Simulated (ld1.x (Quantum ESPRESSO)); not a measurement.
# Ta (Z = 73): excitation energies, all-electron against TM

ld1.x (Quantum ESPRESSO) 7.5 input, shortened:

```
&input
   title='Ta', zed=73., rel=2, dft='REVPBE', iswitch=3,
   config='[Xe] 4f14 5d4 6s1 6p0', rel_dist='average'
 /
 &inputp
   pseudotype=2, tm=.true., lloc=2,
   nlcc=.true., new_core_ps=.true., rcore=1.60
 /
3
6S  1  0   1.00   0.00  2.30  2.30  0.0
6P  2  1   0.00   0.00  4.00  4.00  0.0
5D  3  2   4.00   0.00  2.80  2.80  0.0
 &test
   configts(1)='5d4 6s1 6p0'
 /
```

Open shells are filled in proportion to 2j + 1 (rel_dist='average').

Energies are relative to the spin-unpolarised reference configuration 5d4 6s1 6p0; without spin polarisation the order of configurations can differ from experiment. Not all tests gave a result: 1 of 7 tests not solved or not reliable. Left out of the table: 5d3 6s1 6p1 (solver errors, printed error -933 meV). The d channel is local and has no spin–orbit splitting in the pseudo-atom.

Give the all-electron excitation energy and the error of the potential for: 5d3 6s2 6p0; 5d3 6s1 6p0; 5d3 6s0 6p0; 5d4 6s0 6p0; 5d3.5 6s1.5 6p0; 5d3 6s1.5 6p0.

```tsv
valence configuration	charge	ΔE all-electron (eV)	error AE − PS (meV)
5d3 6s2 6p0	0	-2.082	-29
5d3 6s1 6p0	+1	6.315	-26
5d3 6s0 6p0	+2	21.149	-64
5d4 6s0 6p0	+1	7.714	-14
5d3.5 6s1.5 6p0	0	-1.098	-3.7
5d3 6s1.5 6p0	+0.5	1.351	-24
```

Levels in the configuration 5d3 6s0 6p0:

| level | all-electron (eV) | pseudo (eV) |
| --- | --- | --- |
| 5d j=3/2 | -18.617 | -18.333 |
| 5d j=5/2 | -17.914 | -18.333 |

Note: ghost states, extra bound levels that the all-electron valence spectrum of the same l lacks: s at -26.3 eV, p3/2 at -1.37 eV. A true bound ghost makes a file unfit for plane-wave use. The potential misses its own reference levels by up to 0.3 eV.
